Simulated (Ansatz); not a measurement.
`C[Te][GeH3]` + `CC(=S)CF` → `C[Te]C(C)=S` + `F[CH2][GeH3]` at 600 K and 1 bar (formal exchange of groups at a Te–Ge bond).

Gas-phase electronic energies from Ansatz, PBE0-D4/def2-TZVP geometries. CCSD(T)/CBS adds triple-zeta CCSD(T) − MP2 to the extrapolated MP2 energy (def2 sets, frozen cores). Elements past krypton have def2 core potentials. For Ge, Te outer-core shells are correlated without core-valence functions, which leaves a few kJ/mol of doubt a bond. Scalar relativity is left out up to krypton. One conformer a species, not always the lowest.

| species | CCSD(T)/CBS energy (Eh) | H − E (kJ/mol) | S (J/(mol·K)) |
| --- | --- | --- | --- |
| `C[Te][GeH3]` | -2385.51123 | 212.4 | 433.8 |
| `CC(=S)CF` | -614.70613 | 249.6 | 411.7 |
| `C[Te]C(C)=S` | -783.25526 | 275.9 | 471.2 |
| `F[CH2][GeH3]` | -2216.93494 | 183.5 | 368.2 |

H − E and S are ideal-gas, rigid-rotor, harmonic terms from PBE0-D4/def2-TZVP, for one conformer and one mirror image of each species. 1 Eh = 2625.50 kJ/mol, R = 8.31446 J/(mol·K).

Q: By hand: ΔE, ΔH, ΔS and ΔG.

A: ΔE = (-783.25526) + (-2216.93494) − (-2385.51123) − (-614.70613) = 0.02716 Eh = 71.3 kJ/mol. Δ(H − E) = 275.9 + 183.5 − 212.4 − 249.6 = -2.6, so ΔH = 68.7 kJ/mol. ΔS = 471.2 + 368.2 − 433.8 − 411.7 = -6.1 J/(mol·K). ΔG = 68.7 − 600 × (-6.1)/1000 = 72.4 kJ/mol.

Q: By hand: the equilibrium constant, and the temperature at which ΔG would vanish if ΔH and ΔS stayed fixed.

A: log₁₀ K = −ΔG/(RT ln 10) = -6.3. ΔH and −TΔS have one sign here, so there is no such temperature.

The number of gas molecules stays the same, so ΔS is small and ΔH decides. A doubt of 5 kJ/mol in ΔE shifts log₁₀ K by 0.4 here. Other conformers and mirror images would add mixing entropy, several J/(mol·K) or more a flexible species. Modes under 60 cm⁻¹, often nearly free rotors, make the harmonic entropy too high. These are equilibria of isolated gas molecules and say nothing of rates. Largest T1 diagnostic: 0.016 (customary marks: 0.02 for closed shells, 0.045 for open ones).

ΔS is within the doubt of such terms, so its sign, and with it that verdict, could turn.
